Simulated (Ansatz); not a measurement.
```yaml
crystal:
  periodic: [false, false, false]
  atoms:
    - {symbol: C, position_ang: [-0.436183, -0.941996, 1.818377]}
    - {symbol: O, position_ang: [-0.570193, -0.188603, 0.644842]}
    - {symbol: Nb, position_ang: [0.386436, 0.340712, -0.883507]}
    - {symbol: O, position_ang: [1.964295, -0.279799, -0.774528]}
    - {symbol: O, position_ang: [0.434308, 2.244111, -0.943024]}
    - {symbol: O, position_ang: [-0.402320, -0.380373, -2.466482]}
    - {symbol: H, position_ang: [0.573760, -1.353704, 1.910710]}
    - {symbol: H, position_ang: [-1.155557, -1.765772, 1.810173]}
    - {symbol: H, position_ang: [-0.642370, -0.307686, 2.685137]}
    - {symbol: H, position_ang: [1.194621, 2.826479, -0.957970]}
    - {symbol: H, position_ang: [-1.281596, -0.250569, -2.823229]}
basis:
  gaussian: {orbitals: "6-311G**", fitting: {mean_field: def2-universal-jkfit}}
total_charge: 1
magnetization: {spin_polarized: true, initial_magnetization: 1}
hamiltonian: {xc: {name: BLYP}}
scf: {lower_state_search: full}
```

```sh
$ ansatz run in.yaml --threads 4 --pin off --events-out ev --progress --plain --max-ram 11315MiB
```

Question: How does Ansatz answer? (Best estimate.)

Answer: The calculation gave: The input was rejected before any iteration.
```
Error: <dir> can't be read: No such file or directory (os error 2)
```
